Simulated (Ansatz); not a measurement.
Z-matrix (Å, degrees):
```
Si
F 1 1.603
Br 1 2.255 2 100.7
```

The species carries charge 0 and has multiplicity 1.

Q: List the B3LYP/def2-TZVPP orbital energies in eV (the Gaussian-basis code of Ansatz). (An estimate is asked.)

A: Ansatz gave: Occupied: -13139.30, -1801.37, -1700.96, -1532.64, -1532.62, -1532.60, -672.11, -236.75, -177.56, -177.48, -177.42, -145.60, -100.98, -100.91, -100.83, -71.86, -71.84, -71.80, -71.73, -71.72, -33.00, -21.39, -15.19, -12.81, -12.76, -11.57, -8.83, -8.61, -7.64. Lowest empty: -2.83, -0.34, 0.20, 3.16, 4.12, 4.64, 4.72, 4.98.

B3LYP here is the variant with VWN-RPA as its local correlation; programs differ in this.
